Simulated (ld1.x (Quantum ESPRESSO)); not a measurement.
# Configuration tests for terbium (Tb) (TM)

- Element: Tb
- Generator: ld1.x (Quantum ESPRESSO) 7.5
- Type: norm-conserving Troullier–Martins (Kleinman–Bylander form)
- Functional: LDA (PZ)
- Relativity: scalar-relativistic
- Frozen core: [Kr] 4d10 5s2
- Valence charge: 17
- Reference configuration: 4f8 5p6 5d1 6s2 6p0
- Partial waves: 6s (bound): rc 3.45 bohr; 5p (bound): rc 1.75 bohr; 5d (bound): rc 3.05 bohr; 4f (bound): rc 1.45 bohr
- Local potential: all-electron potential smoothed inside 2.00 bohr (lloc = -1)
- Core correction: none

Energies are relative to the spin-unpolarised reference configuration 4f8 5p6 5d1 6s2 6p0; without spin polarisation the order of configurations can differ from experiment. Not all tests gave a result: 2 of 9 tests not solved or not reliable. Left out of the table: 4f8 5p6 5d1 6s2 6p0 (spin-polarised) (solver errors, printed error +9.7 eV); 4f9 5p6 5d0 6s2 6p0 (spin-polarised) (solver errors, printed error +8.0 eV). The frozen-core shift is the all-electron ΔE with the core orbitals held at their reference shape minus the fully relaxed ΔE.

| valence configuration | charge | ΔE all-electron (eV) | error AE − PS (meV) | frozen-core shift (meV) |
| --- | --- | --- | --- | --- |
| 4f9 5p6 5d0 6s1 6p0 | +1 | 2.241 | -357 | +213 |
| 4f9 5p6 5d0 6s0 6p0 | +2 | 13.972 | -501 | +223 |
| 4f8 5p6 5d1 6s1 6p0 | +1 | 6.954 | -1.5 | +2.1 |
| 4f9 5p6 5d0 6s1.5 6p0 | +0.5 | -1.593 | -308 | +208 |
| 4f9 5p6 5d0 6s0 6p1 | +1 | 5.730 | -514 | +215 |
| 4f9 5p5 5d0 6s2 6p0 | +1 | 26.047 | -99 | n/a |

Q: What are ΔE and the potential's error for 4f9 5p6 5d0 6s2 6p0?

A: ΔE = -4.136 eV all-electron; the error (AE − PS) is -272 meV.

Note: ghost state, extra bound levels that the all-electron valence spectrum of the same l lacks: s at -58.5 eV. A true bound ghost makes a file unfit for plane-wave use.
